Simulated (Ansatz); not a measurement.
```yaml
atoms:
  - { symbol: Mg, position_ang: [0.0000, 0.0000, 0.0000] }
  - { symbol: O, position_ang: [0.0000, 0.0000, 2.2750] }
```

Basis set: 6-31G (spherical functions). Charge 0, multiplicity 1.

Computed with Ansatz (development build ahead of 0.2.0); each method stands on the lowest determinant of its kind that the runs found.

The atomization energy at this shape (free ground-state atoms in the same class of orbitals less the molecule, no zero-point energy) of singlet MgO:

| method | atomization energy |
| --- | --- |
| PBE (unrestricted) | 40.31 kcal/mol |
| UHF | 2.87 kcal/mol |

Problem. What does PBE0 (unrestricted) give?

Solution. 31.31 kcal/mol. Caution: the shape is not the minimum; the unrestricted determinant is a mixture of spin states.

This basis has no polarisation functions and is too small for such energies, which can lie far from measured ones in either direction.
